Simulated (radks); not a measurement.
Results of a calculation; reference values are marked as such.
Question: These are the eigenvalues of the occupied orbitals of an atom or ion with whole-number occupations (hartree). Level of theory: non-relativistic Kohn-Sham, PBE, spin-unpolarised, spherical densities, point nucleus (a radial shooting solver on a logarithmic mesh with Libxc functionals).

1s: -863.4057
2s: -125.4582
2p: -116.6811
3s: -24.31473
3p: -20.80845
3d: -14.34019
4s: -5.02139
4p: -3.91717
4d: -2.12736

Which element is it, and in what charge state? The configuration may be excited.

Answer: Z = 46, palladium, charge +4: Pd4+ in [Kr] 4d6. The list shows which subshells hold electrons but not how many an open one holds; the 1s level, -863.41 hartree, gives Z - s = 41.6 by -(Z - s)^2/2, which with screening narrows Z to a few neighbours, and the depths of the outer levels then fix element, charge and occupations together.
